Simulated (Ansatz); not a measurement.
Geometry optimisation, RKS PBE/def2-SVP in Ansatz 0.2.0.

Input file:

```yaml
crystal:
  periodic: [false, false, false]
  atoms:
    - { symbol: C, position_ang: [-1.3379, 0.9567, 0.4923] }
    - { symbol: C, position_ang: [-0.3313, 0.2499, 0.1337] }
    - { symbol: Si, position_ang: [-0.0097, -1.3569, 0.6511] }
    - { symbol: Si, position_ang: [1.0376, 0.7003, -0.9371] }
    - { symbol: F, position_ang: [0.7715, 0.0324, -2.409] }
    - { symbol: H, position_ang: [-1.5391, 2.0245, 0.094] }
    - { symbol: H, position_ang: [-2.1305, 0.6439, 1.164] }
    - { symbol: H, position_ang: [0.0665, -2.4145, -0.3707] }
    - { symbol: H, position_ang: [1.1813, -1.4517, 1.6394] }
    - { symbol: H, position_ang: [2.3749, 0.5643, -0.4548] }
basis:
  gaussian: { orbitals: def2-SVP }
hamiltonian:
  xc: pbe
relax:
  f_tol: 0.015
  max_steps: 40
```

Command:

```bash
$ ansatz run input.yaml --threads 2 --pin off --max-ram 3072MiB --backend cpu --events-out ev --progress --plain --runs-dir out
```

Question: Where does it end, and by what steps?

Answer: The run converged. The force dipped under the threshold on the way, but the program's further checks kept it going. After 25 steps the energy has fallen by 1.937 eV; H10 moved furthest, 1.67 Å. Parted: Si4–H10. Joined: Si3–H10.

```
step  energy less start (eV)  largest force component (eV/Å)  accepted
   0                  0.0000                           4.784       yes
   1                 -0.6494                           1.757       yes
   2                 -0.8224                           0.752       yes
   3                 -0.8810                           0.303       yes
   4                 -0.9041                           0.213       yes
   5                 -0.9330                           0.307       yes
   6                 -1.0353                           0.680       yes
   7                 -1.3115                           0.896       yes
   8                 -1.4974                           0.542       yes
   9                 -1.5673                           0.722       yes
  10                 -1.5484                           0.504        no
  11                 -1.6053                           0.094       yes
  12                 -1.6068                           0.151       yes
  13                 -1.6109                           0.087       yes
  14                 -1.6186                           0.078       yes
  15                 -1.6477                           0.290       yes
  16                 -1.6632                           0.585       yes
  17                 -1.7388                           0.513       yes
  18                 -1.8240                           0.354       yes
  19                 -1.8462                           1.142       yes
  20                 -1.8684                           0.790       yes
  21                 -1.9277                           0.368       yes
  22                 -1.9342                           0.088       yes
  23                 -1.9370                           0.075       yes
  24                 -1.9374                           0.010       yes
  25                 -1.9375                           0.012       yes
```

```xyz
10
Properties=species:S:1:pos:R:3
C -1.190 1.042 0.613
C -0.250 0.431 -0.159
Si 0.684 -1.120 0.378
Si 0.024 1.301 -1.831
F 1.199 0.299 -2.457
H -1.722 1.954 0.268
H -1.485 0.683 1.618
H 0.425 -2.244 -0.588
H 0.234 -1.543 1.754
H 2.164 -0.853 0.408
```

Time of the run: 55 s on 2 threads of Arm Neoverse V1 (shared host), peak memory 0.14 GiB.
